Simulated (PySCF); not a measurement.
SMILES CC(C)[SiH2]Cl (GFN2-xTB optimised geometry):

```
14

C      1.374    -0.483     0.000
C     -0.153    -0.483     0.000
C     -0.677     0.954     0.000
Si    -0.842    -1.492    -1.468
Cl    -2.857    -1.522    -1.362
H      1.764    -1.497     0.040
H      1.757    -0.007    -0.900
H      1.756     0.065     0.861
H     -0.484    -0.954     0.934
H     -1.764     0.973     0.032
H     -0.302     1.497     0.867
H     -0.352     1.481    -0.895
H     -0.366    -2.873    -1.404
H     -0.468    -0.875    -2.740
```

Method: CAM-B3LYP/def2-TZVP (PySCF).

**Question.** What are the frontier orbital energies and the dipole moment?

**Answer.** HOMO-2 -10.99 eV, HOMO-1 -10.22 eV, HOMO -9.47 eV, LUMO 1.43 eV, LUMO+1 1.83 eV; dipole moment 1.59 D.

On the same geometry PBE/def2-TZVP (PySCF) gives HOMO-2 -8.14 eV, HOMO-1 -7.46 eV, HOMO -6.85 eV, LUMO -0.41 eV, LUMO+1 0.12 eV; dipole moment 1.55 D.

Meta-Löwdin charges at CAM-B3LYP/def2-TZVP: C1 -0.33, C2 -0.28, C3 -0.33, Si4 0.72, Cl5 -0.31, H6 0.11, H7 0.10, H8 0.11, H9 0.11, H10 0.11, H11 0.11, H12 0.10, H13 -0.11, H14 -0.11.
